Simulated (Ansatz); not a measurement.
The same path of Cl3FGe + H4OSi (11 atoms, charge 0, multiplicity 1) was run 3 times with different band settings. Lost on the way: Ge1–F2, O6–H11. Made: Ge1–O6, F2–H11.

Computed with RHF/def2-SVP in Ansatz 0.2.0.

Relaxed end points:

```xyz
11
Properties=species:S:1:pos:R:3
Ge 0.693 0.207 -0.238
F 0.306 -0.110 1.392
Cl 2.806 0.389 -0.286
Cl -0.194 2.023 -0.837
Cl 0.102 -1.436 -1.429
O -2.393 -0.238 0.657
Si -3.783 -1.055 0.284
H -3.581 -2.520 0.365
H -4.877 -0.688 1.213
H -4.145 -0.674 -1.093
H -1.983 -0.332 1.504
```

```xyz
11
Properties=species:S:1:pos:R:3
Ge -0.228 -0.111 -0.667
F -0.996 0.939 2.616
Cl 1.473 -0.862 0.342
Cl -0.043 1.969 -1.016
Cl -0.479 -1.133 -2.521
O -1.641 -0.406 0.295
Si -3.134 -1.165 0.154
H -2.929 -2.611 -0.050
H -3.846 -0.909 1.417
H -3.866 -0.588 -0.989
H -1.359 0.444 1.949
```

Common settings: movable images 7; climbing image yes; optimiser quadratic models (default); force threshold 0.05 eV/Å; iteration limit 60; end points relaxed.

| run | spring | start path |
| --- | --- | --- |
| 1 | 5.0 eV/Å² | through a guess of the saddle point |
| 2 | 0.5 eV/Å² | through a guess of the saddle point |
| 3 | 5.0 eV/Å² | straight line |

What does each run give, and how far can it be trusted?

Run 1: converged after 29 iterations, highest image 1.232 eV above the first end. A vibrational analysis at the climbing image gives one clearly imaginary mode, 1231i cm⁻¹: a first-order saddle point.
Run 2: converged after 30 iterations, highest image 1.232 eV above the first end. Another band between the same ends (7 images) ends at a top of the same energy, where a vibrational analysis finds 1 clearly imaginary mode.
Run 3: converged after 23 iterations, highest image 1.232 eV above the first end. Another band between the same ends (7 images) ends at a top of the same energy, where a vibrational analysis finds 1 clearly imaginary mode.
The orbitals stay closed-shell, which can raise the energy where a bond breaks towards radicals; this wasn't checked here.
